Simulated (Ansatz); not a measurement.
A first, cheap relaxation of CH6GaNOSi.

```yaml
crystal:
  periodic: [false, false, false]
  atoms:
    - {symbol: C, position_ang: [-0.118800, 1.044000, 1.070600]}
    - {symbol: N, position_ang: [0.436500, 0.752300, -0.225000]}
    - {symbol: Si, position_ang: [1.550400, -0.613700, -0.022600]}
    - {symbol: Ga, position_ang: [-0.711700, 0.145000, -1.919600]}
    - {symbol: O, position_ang: [-1.462200, -0.962600, -1.545500]}
    - {symbol: H, position_ang: [-0.869400, 1.951300, 0.912000]}
    - {symbol: H, position_ang: [-0.717800, 0.227900, 1.459900]}
    - {symbol: H, position_ang: [0.647100, 1.421200, 1.783600]}
    - {symbol: H, position_ang: [0.842600, -1.804100, 0.426500]}
    - {symbol: H, position_ang: [2.288800, -0.866600, -1.251400]}
    - {symbol: H, position_ang: [-1.820200, -1.351600, -0.667900]}
basis:
  gaussian: {orbitals: def2-SVP}
hamiltonian: {xc: pbe, dispersion: d4}
relax: {f_tol: 0.03, max_steps: 200}
```

```sh
$ ansatz run in.yaml --threads 4 --pin off --events-out ev --progress --plain --max-ram 10444MiB
```

It prints (some lines left out):

```
Functional definition: PBE
mean field -64890.76678318 eV, -2384.6916947404 hartree, gradient 7.0e-6 eV, S^2 0.000000; 2 other end points of the search recorded, 0 dependent functions left out
relax step   1: F+E_penalty+E_count = -64891.07160964 eV  Δ(F+E_penalty+E_count) = +0.000e0 eV  max|allowed force component| = 2.411e1 eV/Å  Δτ_max = 0.0000 Å  (122 SCF iters, accepted)
mean field -64894.84322720 eV, -2384.8415012949 hartree, gradient 2.5e-5 eV, S^2 0.000000; 1 other end points of the search recorded, 0 dependent functions left out
relax step   2: F+E_penalty+E_count = -64895.14501574 eV  Δ(F+E_penalty+E_count) = -4.073e0 eV  max|allowed force component| = 8.489e0 eV/Å  Δτ_max = 0.1944 Å  (64 SCF iters, accepted)
mean field -64895.96453130 eV, -2384.8827084607 hartree, gradient 2.0e-5 eV, S^2 0.000000; 0 other end points of the search recorded, 0 dependent functions left out
relax step   3: F+E_penalty+E_count = -64896.26559744 eV  Δ(F+E_penalty+E_count) = -1.121e0 eV  max|allowed force component| = 2.579e0 eV/Å  Δτ_max = 0.1987 Å  (40 SCF iters, accepted)
mean field -64896.34130702 eV, -2384.8965547129 hartree, gradient 1.8e-5 eV, S^2 0.000000; 0 other end points of the search recorded, 0 dependent functions left out
relax step   4: F+E_penalty+E_count = -64896.64933759 eV  Δ(F+E_penalty+E_count) = -3.837e-1 eV  max|allowed force component| = 8.891e-1 eV/Å  Δτ_max = 0.1919 Å  (40 SCF iters, accepted)
mean field -64896.58561122 eV, -2384.9055327268 hartree, gradient 9.5e-6 eV, S^2 0.000000; 0 other end points of the search recorded, 0 dependent functions left out
relax step   5: F+E_penalty+E_count = -64896.90766511 eV  Δ(F+E_penalty+E_count) = -2.583e-1 eV  max|allowed force component| = 5.633e-1 eV/Å  Δτ_max = 0.2000 Å  (39 SCF iters, accepted)
mean field -64896.72697949 eV, -2384.9107279149 hartree, gradient 1.2e-5 eV, S^2 0.000000; 0 other end points of the search recorded, 0 dependent functions left out
relax step   6: F+E_penalty+E_count = -64897.05319997 eV  Δ(F+E_penalty+E_count) = -1.455e-1 eV  max|allowed force component| = 6.906e-1 eV/Å  Δτ_max = 0.1945 Å  (39 SCF iters, accepted)
mean field -64896.89188059 eV, -2384.9167879186 hartree, gradient 1.1e-5 eV, S^2 0.000000; 0 other end points of the search recorded, 0 dependent functions left out
relax step   7: F+E_penalty+E_count = -64897.22065317 eV  Δ(F+E_penalty+E_count) = -1.675e-1 eV  max|allowed force component| = 1.499e0 eV/Å  Δτ_max = 0.1963 Å  (38 SCF iters, accepted)
mean field -64897.19312291 eV, -2384.9278583696 hartree, gradient 9.6e-6 eV, S^2 0.000000; 0 other end points of the search recorded, 0 dependent functions left out
relax step   8: F+E_penalty+E_count = -64897.50877614 eV  Δ(F+E_penalty+E_count) = -2.881e-1 eV  max|allowed force component| = 1.928e0 eV/Å  Δτ_max = 0.1952 Å  (38 SCF iters, accepted)
mean field -64897.72455780 eV, -2384.9473882417 hartree, gradient 2.6e-5 eV, S^2 0.000000; 0 other end points of the search recorded, 0 dependent functions left out
relax step   9: F+E_penalty+E_count = -64898.01546267 eV  Δ(F+E_penalty+E_count) = -5.067e-1 eV  max|allowed force component| = 1.571e0 eV/Å  Δτ_max = 0.1906 Å  (37 SCF iters, accepted)
mean field -64898.18372223 eV, -2384.9642622229 hartree, gradient 2.4e-5 eV, S^2 0.000000; 0 other end points of the search recorded, 0 dependent functions left out
relax step  10: F+E_penalty+E_count = -64898.47391955 eV  Δ(F+E_penalty+E_count) = -4.585e-1 eV  max|allowed force component| = 1.901e0 eV/Å  Δτ_max = 0.1950 Å  (37 SCF iters, accepted)
mean field -64898.50704305 eV, -2384.9761440439 hartree, gradient 2.4e-5 eV, S^2 0.000000; 0 other end points of the search recorded, 0 dependent functions left out
relax step  11: F+E_penalty+E_count = -64898.79891329 eV  Δ(F+E_penalty+E_count) = -3.250e-1 eV  max|allowed force component| = 8.621e-1 eV/Å  Δτ_max = 0.1941 Å  (36 SCF iters, accepted)
mean field -64898.65492200 eV, -2384.9815784951 hartree, gradient 2.2e-5 eV, S^2 0.000000; 0 other end points of the search recorded, 0 dependent functions left out
relax step  12: F+E_penalty+E_count = -64898.94980894 eV  Δ(F+E_penalty+E_count) = -1.509e-1 eV  max|allowed force component| = 1.047e0 eV/Å  Δτ_max = 0.1929 Å  (35 SCF iters, accepted)
mean field -64898.79826916 eV, -2384.9868464063 hartree, gradient 2.0e-5 eV, S^2 0.000000; 0 other end points of the search recorded, 0 dependent functions left out
relax step  13: F+E_penalty+E_count = -64899.10248822 eV  Δ(F+E_penalty+E_count) = -1.527e-1 eV  max|allowed force component| = 8.422e-1 eV/Å  Δτ_max = 0.1651 Å  (29 SCF iters, accepted)
mean field -64898.87456596 eV, -2384.9896502619 hartree, gradient 2.3e-5 eV, S^2 0.000000; 0 other end points of the search recorded, 0 dependent functions left out
relax step  14: F+E_penalty+E_count = -64899.17656356 eV  Δ(F+E_penalty+E_count) = -7.408e-2 eV  max|allowed force component| = 6.811e-1 eV/Å  Δτ_max = 0.1930 Å  (36 SCF iters, accepted)
mean field -64898.91672984 eV, -2384.9911997560 hartree, gradient 2.3e-5 eV, S^2 0.000000; 0 other end points of the search recorded, 0 dependent functions left out
relax step  15: F+E_penalty+E_count = -64899.22176248 eV  Δ(F+E_penalty+E_count) = -4.520e-2 eV  max|allowed force component| = 7.590e-1 eV/Å  Δτ_max = 0.1983 Å  (29 SCF iters, accepted)
mean field -64898.97393675 eV, -2384.9933020711 hartree, gradient 2.1e-5 eV, S^2 0.000000; 0 other end points of the search recorded, 0 dependent functions left out
relax step  16: F+E_penalty+E_count = -64899.27783978 eV  Δ(F+E_penalty+E_count) = -5.608e-2 eV  max|allowed force component| = 4.901e-1 eV/Å  Δτ_max = 0.1086 Å  (29 SCF iters, accepted)
mean field -64899.00576115 eV, -2384.9944715963 hartree, gradient 6.5e-6 eV, S^2 0.000000; 0 other end points of the search recorded, 0 dependent functions left out
relax step  17: F+E_penalty+E_count = -64899.31091199 eV  Δ(F+E_penalty+E_count) = -3.307e-2 eV  max|allowed force component| = 2.579e-1 eV/Å  Δτ_max = 0.2000 Å  (30 SCF iters, accepted)
mean field -64899.03105674 eV, -2384.9954011921 hartree, gradient 2.5e-5 eV, S^2 0.000000; 0 other end points of the search recorded, 0 dependent functions left out
relax step  18: F+E_penalty+E_count = -64899.33621895 eV  Δ(F+E_penalty+E_count) = -2.531e-2 eV  max|allowed force component| = 4.539e-1 eV/Å  Δτ_max = 0.1951 Å  (29 SCF iters, accepted)
mean field -64899.04375514 eV, -2384.9958678495 hartree, gradient 1.1e-5 eV, S^2 0.000000; 0 other end points of the search recorded, 0 dependent functions left out
relax step  19: F+E_penalty+E_count = -64899.34747570 eV  Δ(F+E_penalty+E_count) = -1.126e-2 eV  max|allowed force component| = 7.706e-1 eV/Å  Δτ_max = 0.1355 Å  (30 SCF iters, accepted)
mean field -64899.05799702 eV, -2384.9963912291 hartree, gradient 2.0e-5 eV, S^2 0.000000; 0 other end points of the search recorded, 0 dependent functions left out
relax step  20: F+E_penalty+E_count = -64899.36184748 eV  Δ(F+E_penalty+E_count) = -1.437e-2 eV  max|allowed force component| = 6.276e-1 eV/Å  Δτ_max = 0.0615 Å  (29 SCF iters, accepted)
mean field -64899.08137532 eV, -2384.9972503657 hartree, gradient 2.7e-5 eV, S^2 0.000000; 0 other end points of the search recorded, 0 dependent functions left out
relax step  21: F+E_penalty+E_count = -64899.38434702 eV  Δ(F+E_penalty+E_count) = -2.250e-2 eV  max|allowed force component| = 1.891e-1 eV/Å  Δτ_max = 0.1077 Å  (29 SCF iters, accepted)
mean field -64899.09453809 eV, -2384.9977340884 hartree, gradient 1.9e-5 eV, S^2 0.000000; 0 other end points of the search recorded, 0 dependent functions left out
relax step  22: F+E_penalty+E_count = -64899.39408236 eV  Δ(F+E_penalty+E_count) = -9.735e-3 eV  max|allowed force component| = 4.571e-1 eV/Å  Δτ_max = 0.1469 Å  (29 SCF iters, accepted)
mean field -64899.10025037 eV, -2384.9979440109 hartree, gradient 1.9e-5 eV, S^2 0.000000; 0 other end points of the search recorded, 0 dependent functions left out
relax step  23: F+E_penalty+E_count = -64899.40022327 eV  Δ(F+E_penalty+E_count) = -6.141e-3 eV  max|allowed force component| = 4.133e-1 eV/Å  Δτ_max = 0.0747 Å  (29 SCF iters, accepted)
mean field -64899.10243615 eV, -2384.9980243370 hartree, gradient 1.2e-5 eV, S^2 0.000000; 0 other end points of the search recorded, 0 dependent functions left out
relax step  24: F+E_penalty+E_count = -64899.40208639 eV  Δ(F+E_penalty+E_count) = -1.863e-3 eV  max|allowed force component| = 2.821e-1 eV/Å  Δτ_max = 0.1150 Å  (30 SCF iters, accepted)
mean field -64899.10240691 eV, -2384.9980232624 hartree, gradient 1.9e-5 eV, S^2 0.000000; 0 other end points of the search recorded, 0 dependent functions left out
relax step  25: F+E_penalty+E_count = -64899.40517327 eV  Δ(F+E_penalty+E_count) = -3.087e-3 eV  max|allowed force component| = 7.648e-2 eV/Å  Δτ_max = 0.0500 Å  (30 SCF iters, accepted)
mean field -64899.10598090 eV, -2384.9981546039 hartree, gradient 1.8e-5 eV, S^2 0.000000; 0 other end points of the search recorded, 0 dependent functions left out
relax step  26: F+E_penalty+E_count = -64899.40711388 eV  Δ(F+E_penalty+E_count) = -1.941e-3 eV  max|allowed force component| = 6.386e-2 eV/Å  Δτ_max = 0.0347 Å  (30 SCF iters, accepted)
mean field -64899.10660137 eV, -2384.9981774058 hartree, gradient 1.8e-5 eV, S^2 0.000000; 0 other end points of the search recorded, 0 dependent functions left out
relax step  27: F+E_penalty+E_count = -64899.40734502 eV  Δ(F+E_penalty+E_count) = -2.311e-4 eV  max|allowed force component| = 1.602e-2 eV/Å  Δτ_max = 0.0134 Å  (31 SCF iters, accepted)
mean field -64899.10660137 eV, -2384.9981774058 hartree, gradient 2.0e-5 eV, S^2 0.000000; 1 other end points of the search recorded, 0 dependent functions left out
Total energy: -64899.40738440 eV, -2385.0092309786 hartree
Atom 0 at     0.059445     1.371166     1.130035 Å, force     0.005787     0.005353     0.003014 eV/Å
Atom 1 at    -0.312718     0.456476     0.064848 Å, force    -0.001913    -0.012394    -0.006583 eV/Å
Atom 2 at     0.453175    -1.028970    -0.341667 Å, force     0.005332    -0.003784     0.001939 eV/Å
Atom 3 at    -1.685013     0.836986    -1.296566 Å, force    -0.002599     0.004176    -0.001923 eV/Å
Atom 4 at    -0.327335    -1.281672    -1.851731 Å, force     0.005326     0.016016     0.003095 eV/Å
Atom 5 at    -0.520315     2.319907     1.057990 Å, force    -0.000027    -0.001833     0.000689 eV/Å
Atom 6 at    -0.138419     0.960341     2.147627 Å, force     0.000491     0.000173    -0.001720 eV/Å
Atom 7 at     1.137138     1.658333     1.101935 Å, force    -0.003546     0.000066     0.000161 eV/Å
Atom 8 at     0.163606    -2.241783     0.516827 Å, force    -0.002102    -0.000125     0.003655 eV/Å
Atom 9 at     1.950077    -0.944546    -0.515181 Å, force    -0.003203     0.002200    -0.001806 eV/Å
Atom 10 at    -0.714341    -2.163139    -1.993517 Å, force    -0.003546    -0.009847    -0.000520 eV/Å
Dipole moment:     0.025363    -0.254850     0.112350 e Å
```

It took 49 s on 4 threads of an Arm Neoverse V1 on a shared host, with 0.19 GiB of host memory at the peak.
